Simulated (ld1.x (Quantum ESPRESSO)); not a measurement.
Which setting gave this result? (Fe, PAW)

Base potential:

iron (Fe), PAW, made with ld1.x (Quantum ESPRESSO) 7.5 (LDA (PZ), scalar-relativistic). Core [Ar], reference 3d6 4s1.75 4p0 (charge +0.25). Waves: 4s (bound): rcut 2.15, rcutus 2.90 bohr; 4s channel at -0.1 Ry: rcut 2.15, rcutus 2.90 bohr; 4p (bound, empty): rcut 3.20, rcutus 3.40 bohr; 4p channel at 0.25 Ry: rcut 3.20, rcutus 3.40 bohr; 3d (bound): rcut 0.80, rcutus 0.90 bohr; 3d channel at 3.35 Ry: rcut 0.80, rcutus 0.90 bohr. Local part: all-electron potential smoothed inside 2.00 bohr (lloc = -1). Core correction: a·sin(br)/r model core, default radius (core density twice the valence density). Augmentation charge: PSQ, inside the norm-conserving radii.

Cutoffs, loose and tight: the cutoffs (Ry, on a coarse ladder) from which the occupation-weighted sum of valence levels, in a spherical-Bessel basis at the reference potential, stays within 10 and 1 mRy of its value at 400 Ry. They do not see the model core or the augmentation charge, which bear on the density cutoff. Test errors are all-electron minus pseudo excitation energies from the reference, over the configurations 3d6 4s2 4p0; 3d6 4s1 4p0; 3d6 4s0 4p0; 3d6 4s0 4p1; 3d6 4s0 4p2; 3d5 4s2 4p0; 3d6.5 4s1.5 4p0 (two spin-polarised tests are not counted in the largest error); variants that change the core or the reference have their own tests.

Only the d radius is moved (1 further runs of the sweep failed or gave no value and are left out):

| d radius (bohr) | cutoff, loose | cutoff, tight | bound ghosts | largest test error (meV) |
| --- | --- | --- | --- | --- |
| 0.6 | 300 Ry | over 300 Ry | none | -61 |
| 0.88 | 140 Ry | 230 Ry | none | -60 |
| 0.96 | 120 Ry | 200 Ry | none | -15 |
| 1.22 | 70 Ry | 120 Ry | none | -7.8 over the solved tests; test run stopped at test 5 of 9 (negative rho) |
| 1.32 | 60 Ry | 110 Ry | none | test run stopped at test 2 of 9 (negative rho) |

Task: One more run gave cutoff, loose: 200 Ry; cutoff, tight: over 300 Ry; bound ghosts: none; largest test error (meV): -60. Which value of the d radius was used?

Result: 0.74 bohr. The loose cutoff moves one way along this sweep, from 300 Ry at 0.6 to 60 Ry at 1.32 bohr, which places the run between 0.6 and 0.88 bohr.
